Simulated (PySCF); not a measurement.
C4H10OSi, SMILES C1[C@@](OC1)(C)[SiH3]. Heavy atoms are numbered as in [CH3:1][C@@:2]1([SiH3:3])[CH2:4][CH2:5][O:6]1. Hydrogens are named by the atom that carries them.

Geometry optimised at B3LYP-D3(BJ)/def2-SVP. The structure was generated by enumeration; whether it is a known compound was not checked.

Level of theory: PBE0/def2-TZVP (PySCF).

ESP charges are fitted to the potential on shells at 1.4 to 2.0 van der Waals radii. Atomic charges (e), one atom of each kind:

```tsv
atom	Mulliken	Löwdin	meta-Löwdin	ESP fit
C1 (CH3)	-0.41	-0.29	-0.35	-0.78
C2	0.16	-0.45	0.04	0.73
Si3 (SiH3)	0.13	0.30	0.45	0.00
C4 (CH2)	-0.28	-0.22	-0.24	-0.58
C5 (CH2)	-0.02	-0.29	0.01	0.25
O6	-0.32	0.15	-0.43	-0.49
H on C1	0.13	0.13	0.12	0.18
H on Si3	-0.03	-0.03	-0.09	-0.02
H on C4	0.11	0.13	0.11	0.16
H on C5	0.10	0.12	0.11	0.04
```

Computed Mayer and Wiberg (Löwdin basis) orders of the bonds:
```
bond    Mayer  Wiberg
------  -----  ------
C1–C2    0.96    1.26
C2–Si3   0.98    1.02
C2–C4    0.95    1.11
C4–C5    1.06    1.20
C2–O6    0.93    1.30
C5–O6    1.02    1.42
```
